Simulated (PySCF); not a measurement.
# How methods differ on the ionisation energy of Os⁴⁵⁺

Os⁴⁵⁺ [Ar] 3d10 4s2 4p1 [4p1/2^1, M_J = 1/2] → Os⁴⁶⁺ [Ar] 3d10 4s2, as a difference of total energies. Computed with PySCF 2.14 in an even-tempered Gaussian basis (16 s from 6 bohr⁻², ratio 2.8; 13 p from 7.8 bohr⁻², ratio 2.8; 8 d from 14 bohr⁻², ratio 2.8; 4 f from 33 bohr⁻², ratio 3), with the two-component X2C-1e Hamiltonian. Correlated levels: [Ne] frozen; the 72 highest virtual spinors dropped. "Screened" scales the spin-orbit matrix elements by Boettger's factors to mimic the two-electron term; Breit and QED terms are absent.

| method | ionisation energy (eV) |
| --- | --- |
| GHF (spin-free) | 2313.1 |
| GMP2 (spin-free) | 2313.9 |
| GHF (screened spin-orbit) | 2393.1 |
| GMP2 (screened spin-orbit) | 2393.8 |

Breit and QED terms and the two-electron picture change are absent.

The spin-free rows lack the spin-orbit shift.

For comparison: 2400 ± 4 eV (theoretical estimate listed by NIST; NIST Atomic Spectra Database, ionization energies).
